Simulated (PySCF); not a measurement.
CsS: everyday levels beside a composite calculation

PySCF; the state is a doublet (π ↑). The composite is CCSD(T) extrapolated to the basis-set limit from two correlation-consistent sets, with core-valence (CV) and scalar-relativistic (SR) terms as its label shows; it has no spin–orbit coupling and nothing beyond (T). Here it is CCSD(T)/CBS(DT). It gives Re = 3.082 Å, ωe = 197 cm⁻¹ and De = 2.77 eV to Cs + S.

```json
{"level": "UHF-MP2", "basis": "def2-SVPD", "relativity": "scalar-relativistic core potentials", "Re (Å)": "3.209", "ωe (cm⁻¹)": "186", "De (eV)": "2.45"}
{"level": "UHF-SCS-MP2", "basis": "def2-SVPD", "relativity": "scalar-relativistic core potentials", "Re (Å)": "3.217", "ωe (cm⁻¹)": "184", "De (eV)": "2.45"}
{"level": "UHF-CCSD", "basis": "def2-SVPD", "relativity": "scalar-relativistic core potentials", "Re (Å)": "3.214", "ωe (cm⁻¹)": "185", "De (eV)": "2.34"}
{"level": "UHF-CCSD(T)", "basis": "def2-SVPD", "relativity": "scalar-relativistic core potentials", "Re (Å)": "3.216", "ωe (cm⁻¹)": "185", "De (eV)": "2.40"}
{"level": "LDA", "basis": "def2-SVPD", "relativity": "scalar-relativistic core potentials", "Re (Å)": "3.089", "ωe (cm⁻¹)": "201", "De (eV)": "3.05"}
{"level": "PBE", "basis": "def2-SVPD", "relativity": "scalar-relativistic core potentials", "Re (Å)": "3.152", "ωe (cm⁻¹)": "186", "De (eV)": "2.77"}
{"level": "TPSS", "basis": "def2-SVPD", "relativity": "scalar-relativistic core potentials", "Re (Å)": "3.160", "ωe (cm⁻¹)": "187", "De (eV)": "2.90"}
{"level": "r²SCAN", "basis": "def2-SVPD", "relativity": "scalar-relativistic core potentials", "Re (Å)": "3.165", "ωe (cm⁻¹)": "188", "De (eV)": "2.86"}
{"level": "r²SCANh", "basis": "def2-SVPD", "relativity": "scalar-relativistic core potentials", "Re (Å)": "3.161", "ωe (cm⁻¹)": "190", "De (eV)": "2.83"}
{"level": "PBE0", "basis": "def2-SVPD", "relativity": "scalar-relativistic core potentials", "Re (Å)": "3.142", "ωe (cm⁻¹)": "192", "De (eV)": "2.74"}
```

**Question.** Give the difference of each row from the composite.

**Answer.** 

```json
{"level": "UHF-MP2", "basis": "def2-SVPD", "ΔRe (pm)": "+12.7", "Δωe (%)": "-5.6", "ΔDe (eV)": "-0.32"}
{"level": "UHF-SCS-MP2", "basis": "def2-SVPD", "ΔRe (pm)": "+13.5", "Δωe (%)": "-6.6", "ΔDe (eV)": "-0.32"}
{"level": "UHF-CCSD", "basis": "def2-SVPD", "ΔRe (pm)": "+13.2", "Δωe (%)": "-6.1", "ΔDe (eV)": "-0.43"}
{"level": "UHF-CCSD(T)", "basis": "def2-SVPD", "ΔRe (pm)": "+13.4", "Δωe (%)": "-6.1", "ΔDe (eV)": "-0.37"}
{"level": "LDA", "basis": "def2-SVPD", "ΔRe (pm)": "+0.7", "Δωe (%)": "+2.0", "ΔDe (eV)": "+0.28"}
{"level": "PBE", "basis": "def2-SVPD", "ΔRe (pm)": "+7.0", "Δωe (%)": "-5.6", "ΔDe (eV)": "+0.00"}
{"level": "TPSS", "basis": "def2-SVPD", "ΔRe (pm)": "+7.8", "Δωe (%)": "-5.1", "ΔDe (eV)": "+0.13"}
{"level": "r²SCAN", "basis": "def2-SVPD", "ΔRe (pm)": "+8.3", "Δωe (%)": "-4.6", "ΔDe (eV)": "+0.09"}
{"level": "r²SCANh", "basis": "def2-SVPD", "ΔRe (pm)": "+7.9", "Δωe (%)": "-3.6", "ΔDe (eV)": "+0.06"}
{"level": "PBE0", "basis": "def2-SVPD", "ΔRe (pm)": "+6.0", "Δωe (%)": "-2.5", "ΔDe (eV)": "-0.03"}
```

**Question.** Which rows come closest in De?

**Answer.** PBE in def2-SVPD (+0.00 eV), counted from the composite.

Correlated steps freeze the inner cores (5 to 28 orbitals); shallow outer-core shells are correlated. Correlated levels converge slowly with the basis: in double zeta they bind strong bonds too weakly, by up to about 1 eV, and carry superposition errors of some tenths. These are scalar-relativistic numbers at best; spin–orbit coupling would shift them, the dissociation energy most. Counting both spins, an empty level lies below a filled one in some of these solutions, because spin and occupation are held. The state was picked by a PBE0 search and need not be the measured ground state.
